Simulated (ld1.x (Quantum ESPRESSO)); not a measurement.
# Pseudopotential generation for Cu: TM, PBE, scalar-relativistic.

- Element: Cu
- Generator: ld1.x (Quantum ESPRESSO) 7.5
- Type: norm-conserving Troullier–Martins (Kleinman–Bylander form)
- Functional: PBE
- Relativity: scalar-relativistic
- Frozen core: [Ne]
- Valence charge: 19
- Reference configuration: 3s2 3p6 3d10 4s0 4p0 (charge +1)
- Partial waves: 3p (bound): rc 0.95 bohr; 3d (bound): rc 1.60 bohr; 3s (bound): rc 0.65 bohr
- Local potential: the s channel
- Core correction: none

All-electron outer shells of the reference configuration (PBE, scalar-relativistic, ld1.x):

```csv
shell,level (eV),outermost node (bohr),outermost maximum (bohr)
2p,-925.37,–,0.16
3s,-123.32,0.29,0.61
3p,-80.79,0.26,0.62
3d,-13.66,–,0.60
4s,-11.89,0.89,2.13
4p,-6.55,0.97,2.81
```

What the tests gave:

| Quantity | Value |
| --- | --- |
| Cutoffs needed | 260 Ry and over 300 Ry (the cutoffs (Ry, on a coarse ladder) from which the occupation-weighted sum of valence levels, in a spherical-Bessel basis at the reference potential, stays within 10 and 1 mRy of its value at 400 Ry) |
| Ghost test | no extra level below or beside the all-electron valence levels (p, d, s, f tested) (spherical-Bessel basis up to 400 Ry, 20 bohr box) |
| Largest excitation error | +356 meV (all-electron minus pseudo) for 3s2 3p6 3d7 4s0 4p0, out of 7 test configurations |

Generation and tests took about 1.9 s on one core of a shared server CPU.
